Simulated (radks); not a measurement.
Values are calculated unless marked as measured or tabulated.
The titanium anion Ti- inside a hard spherical wall (all orbitals vanish at R), configuration held at [Ar] 3d3 4s2 and not refilled when levels cross. Level of theory: non-relativistic Kohn-Sham, r2SCAN, spin-polarised, spherical densities, point nucleus; open shells are filled with parallel spins first; meta-GGA in the generalised Kohn-Sham scheme (a radial shooting solver on a logarithmic mesh with Libxc functionals). Eigenvalues in eV for spin up, with the zero of energy where the potential of the charges vanishes at infinity; a dash marks a level that is unbound or too diffuse for the functional's potential to be trusted. A positive occupied level is held by the wall or, in an anion where self-interaction has pushed it up, behind a barrier. The pressure on the wall is -dE/dV.

R (bohr)  E (hartree)  kinetic (hartree)    e(3s)    e(3p)   e(4s)   e(3d)  e(4p, empty)  e(5s, empty)  pressure (GPa)
15         -849.31590            848.541  -56.892  -32.979   0.155   2.027         2.342         2.993         0.00622
6          -849.14536            849.108  -51.959  -28.089   4.210   6.505         8.149        21.324            8.18
5          -848.94159            849.691  -48.928  -25.133   7.524   9.266        12.563        34.273            29.0
3.5        -847.77259            852.889  -39.503  -16.033  23.621  18.804        32.462        87.725             325
3          -846.52068            856.449  -33.211   -9.833  39.024  25.975        50.193        131.75             936
1.5        -810.40848            948.738   60.639   89.350  347.19  132.76        358.39        796.11           96900
